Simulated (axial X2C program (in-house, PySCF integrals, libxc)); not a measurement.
## ScNC⁺: the levels of the configuration d1 s0 p(π)0

Computed with an in-house all-electron X2C program for linear molecules (integrals from PySCF): two-component X2C with atomic mean-field Coulomb and Gaunt terms, basis Sc dyall-v3z, N dyall-v3z, C dyall-v3z (cores contracted in-house). Orbitals come from Hartree–Fock averaged over the configuration Sc d1 s0 p(π)0; CI then distributes these electrons over the d, s, p(π) shells of Sc.

Sc–N–C held linear, bonds 2.018 and 1.170 Å (the second held) (near the minimum of the configuration average).

Active spinors (ω > 0):

```
shell    ω  ε (eV)                    character
    d  1/2   -3.59           72% Sc d, 23% Sc s
    d  3/2   -2.98                    100% Sc d
    d  5/2   -2.97                    100% Sc d
    d  1/2   -2.76                     94% Sc d
    d  3/2   -2.76                     94% Sc d
    s  1/2   -1.92  70% Sc s, 24% Sc p, 4% Sc d
 p(π)  1/2   -3.47            88% Sc p, 6% Sc d
 p(π)  3/2   -3.46            88% Sc p, 6% Sc d
```

Lowest levels of this model:

| Ω | energy (cm⁻¹) | g∥ | configuration |
| --- | --- | --- | --- |
| 3/2 | 0 | 2.00 | 100% d1 |
| 5/2 | 114 | 6.00 | 100% d1 |
| 1/2 | 3487 | 0.00 | 100% d1 |
| 3/2 | 3560 | 4.00 | 100% d1 |
| 1/2 | 4979 | 2.00 | 100% d1 |

g∥ is the magnitude of 2⟨Lz + ge Sz⟩ for the +Ω component.

(1) From Ω and g∥ of the lowest level, whose 2⟨Lz + ge Sz⟩ is positive, find ⟨Sz⟩ and ⟨Lz⟩ (ge = 2.0023).

Occupations of the active spinors in the lowest level by ω, shell by shell in order of energy: -5/2: 0.00; -3/2: 0.00 0.00 0.00; -1/2: 0.00 0.00 0.00 0.00; 1/2: 0.00 0.00 0.00 0.00; 3/2: 1.00 0.00 0.00; 5/2: 0.00. The leading determinant has weight 1.00 among 3.

This point took 1.5 s on 1 thread of Intel(R) Xeon(R) 6975P-C (Granite Rapids), with other jobs on the host.

There is no dynamic correlation: spin–orbit spacings and, for f shells, spacings inside one term are the most reliable numbers, splittings between terms come out too wide, and energies between configurations are not reliable, so the lowest level need not be the ground state of the molecule. For d shells the ligand-field splittings (σ, π, δ) and their order can be off by a thousand cm⁻¹ or more. At most 6 roots were kept for each Ω > 0 (twice that for Ω = 0) within 3.2 eV of the lowest, so higher up levels can be missing between those listed; levels with Ω > 0 are doubly degenerate and listed once, Ω = 0 levels singly. Some active spinors are only partly of the character that their shell is named for, so the shell names and counts are nominal. States that fill the shells left empty in the average are placed too high. The molecule was held linear; bending was not examined.

Results:

(1) Ω = ⟨Lz⟩ + ⟨Sz⟩ = 3/2 and ⟨Lz⟩ + ge⟨Sz⟩ = 1.000, so ⟨Sz⟩ = -0.50 and ⟨Lz⟩ = 2.00.
